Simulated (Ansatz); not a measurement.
Ansatz (a quantum-chemistry and plane-wave program) input:
A basis named .json is the Basis Set Exchange file of that set.

Ansatz 0.2 input:
```yaml
crystal:
  periodic: [false, false, false]
  atoms:
    - {symbol: C, position_ang: [-3.74793328, -0.53031988, -0.17605544]}
    - {symbol: C, position_ang: [-2.41512833, -0.66521794, 0.46445161]}
    - {symbol: C, position_ang: [-1.18096305, -0.23316724, -0.24283890]}
    - {symbol: C, position_ang: [0.10435764, -0.66077120, 0.46050759]}
    - {symbol: C, position_ang: [1.38646633, -0.26055771, -0.24876999]}
    - {symbol: C, position_ang: [2.63326672, -0.82208464, 0.40517751]}
    - {symbol: Cl, position_ang: [1.52673029, 1.56410086, -0.30853061]}
    - {symbol: H, position_ang: [-3.74396940, -0.92465347, -1.19819580]}
    - {symbol: H, position_ang: [-4.05699648, 0.52356260, -0.25954753]}
    - {symbol: H, position_ang: [-4.52642022, -1.04846551, 0.38533626]}
    - {symbol: H, position_ang: [-2.35942319, -0.86549932, 1.52825609]}
    - {symbol: H, position_ang: [-1.17310710, 0.86119309, -0.36014712]}
    - {symbol: H, position_ang: [-1.18615457, -0.62576339, -1.26920155]}
    - {symbol: H, position_ang: [0.11612627, -1.75250036, 0.55052973]}
    - {symbol: H, position_ang: [0.12370045, -0.26195646, 1.47861398]}
    - {symbol: H, position_ang: [1.34246191, -0.55138400, -1.29808689]}
    - {symbol: H, position_ang: [3.53207439, -0.50242156, -0.12013688]}
    - {symbol: H, position_ang: [2.70481414, -0.49494981, 1.44321521]}
    - {symbol: H, position_ang: [2.59208267, -1.91416492, 0.38955079]}
basis:
  gaussian:
    orbitals: aug-cc-pV_D+d_Z.json
magnetization: {spin_polarized: true, initial_magnetization: 1}
correlation: {method: ccsd_t, electrons: outside_noble_gas}
output: {forces: true}
```

### Question
Which total energy does the run end on?

### Answer
-694.84687 Eh (CCSD(T)/aug-cc-pV(D+d)Z). The basis has 278 functions.

It need not be the lowest isomer of its formula.
